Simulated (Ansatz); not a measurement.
Cost and result for the atomization energy of `S[SiH]1CC1` (10 atoms, 10 bonds).

```xyz
10

S     1.339    0.325   -2.061
Si   -0.201    0.514   -0.616
C    -0.484   -0.818    0.625
C     0.312    0.403    1.148
H     0.597   -0.364   -2.945
H    -1.324    1.397   -0.994
H    -1.479   -0.955    1.036
H     0.071   -1.747    0.538
H     1.356    0.224    1.383
H    -0.185    1.022    1.887
```

The species carries charge 0 and has multiplicity 1. The structure was optimised at the PBE0-D4/def2-TZVP level. It is one conformer, not always the lowest. Program: Ansatz. All runs use 2 threads of an Intel Xeon on a shared host. Times are those of one run each, without the atoms' runs, and a repeat can differ threefold. Electronic energies, without spin–orbit coupling; frozen cores. CCSD(T)/CBS adds CCSD(T) − MP2 in def2-TZVPP to the MP2 limit, and its time is that of the two runs behind it. T1 = 0.011. B3LYP takes the VWN-RPA correlation (the form of Gaussian; ORCA's B3LYP/G). HSE06 is the plane-wave form, built on full-range PBE exchange.

CCSD(T)/CBS is a level of theory with its own doubt, some kJ/mol a heavy atom from the limit and from the frozen cores, so smaller differences don't rank the functionals.

| level | functions | wall time |
| --- | --- | --- |
| LDA (SPW92)/def2-TZVPP | 230 | 1.8 s |
| revPBE-D4/def2-TZVPP | 230 | 2.7 s |
| PBE-D4/def2-TZVPP (with forces) | 230 | 3.4 s |
| CCSD(T)/def2-SVP | 94 | 4.4 s |
| CAM-B3LYP-D4/def2-TZVPP | 230 | 4.9 s |
| HSE06-D4/def2-TZVPP | 230 | 5.5 s |
| r2SCAN-D4/def2-TZVPP (with forces) | 230 | 6 s |
| B3LYP-D4/def2-TZVPP (with forces) | 230 | 6.5 s |
| r2SCANh-D4/def2-TZVPP | 230 | 7 s |
| PBE-QIDH/def2-TZVPP | 230 | 8.5 s |
| MP2/def2-QZVPP | 434 | 32 s |
| CCSD(T)/def2-TZVPP | 230 | 95 s |
| CCSD(T)/CBS(def2) | – | 2.1 min |

**Question.** What atomization energy does each give, and how far from CCSD(T)/CBS? (Estimate.)

**Answer.** Computed: 
```
                             level  atomization (kJ/mol)  difference from CCSD(T)/CBS  per bond
            LDA (SPW92)/def2-TZVPP                4040.8                        490.7      49.1
              revPBE-D4/def2-TZVPP                3535.5                        -14.6      -1.5
   PBE-D4/def2-TZVPP (with forces)                3610.4                         60.3       6.0
                  CCSD(T)/def2-SVP                3336.3                       -213.8     -21.4
           CAM-B3LYP-D4/def2-TZVPP                3550.2                          0.1       0.0
               HSE06-D4/def2-TZVPP                3572.5                         22.4       2.2
r2SCAN-D4/def2-TZVPP (with forces)                3572.0                         21.9       2.2
 B3LYP-D4/def2-TZVPP (with forces)                3541.6                         -8.5      -0.9
             r2SCANh-D4/def2-TZVPP                3556.1                          6.0       0.6
               PBE-QIDH/def2-TZVPP                3543.7                         -6.4      -0.6
                    MP2/def2-QZVPP                3549.6                         -0.5       0.0
                CCSD(T)/def2-TZVPP                3457.3                        -92.8      -9.3
                 CCSD(T)/CBS(def2)                3550.1                          0.0       0.0
```

Leaving LDA and LC-ωPBE aside and taking each functional with its dispersion term where it has one, the values, not all of them listed here, spread over 147.0 kJ/mol, from BHLYP-D4 to PBE-D4. LDA lies +451.6 kJ/mol from PBE without D4, its usual overbinding. From r2SCAN to r2SCAN0 (25 % exact exchange), in def2-TZVPP and without D4, the atomization energy moves by −39.2 kJ/mol: exact exchange takes away binding that semilocal exchange gives to molecules. At CCSD(T), def2-SVP lies −213.8 kJ/mol from the extrapolated value and def2-TZVPP −92.8 kJ/mol: correlation converges slowly with the basis, and small sets miss more of it in the bonded molecule than in its fragments.
